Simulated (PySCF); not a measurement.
Cost of response and excited-state runs on `C[n+]1c[nH]c(OC(F)F)c1`, [C5H7F2N2O]+, charge +1

Geometry:
| atom | x (Å) | y (Å) | z (Å) |
| --- | --- | --- | --- |
| C1 | -2.477 | 0.786 | -0.383 |
| N2 | -1.310 | 0.005 | -0.076 |
| C3 | -1.280 | -1.257 | 0.315 |
| N4 | -0.005 | -1.623 | 0.500 |
| C5 | 0.794 | -0.555 | 0.215 |
| O6 | 2.131 | -0.687 | 0.332 |
| C7 | 2.899 | 0.412 | 0.037 |
| F8 | 2.679 | 0.815 | -1.223 |
| F9 | 2.562 | 1.446 | 0.822 |
| C10 | -0.029 | 0.477 | -0.149 |
| H11 | -2.526 | 1.657 | 0.272 |
| H12 | -3.375 | 0.187 | -0.249 |
| H13 | -2.431 | 1.136 | -1.415 |
| H14 | -2.133 | -1.891 | 0.462 |
| H15 | 0.332 | -2.530 | 0.799 |
| H16 | 3.957 | 0.152 | 0.177 |
| H17 | 0.204 | 1.481 | -0.446 |

Total charge +1.

PySCF with density fitting, on 1 thread of an Arm Neoverse V2, shared host. Command: `OMP_NUM_THREADS=1 python excited_run.py task.json out`

Problem. How long does this run take, and how much memory?
- vibronic structure, PBE/6-31G*; Tamm-Dancoff; writes grids

Solution. 
| run | level | basis functions | wall time | peak memory (GiB) |
| --- | --- | --- | --- | --- |
| vibronic structure | PBE/6-31G* | 154 | 44 s | 0.73 |

Times from a shared host are rough.
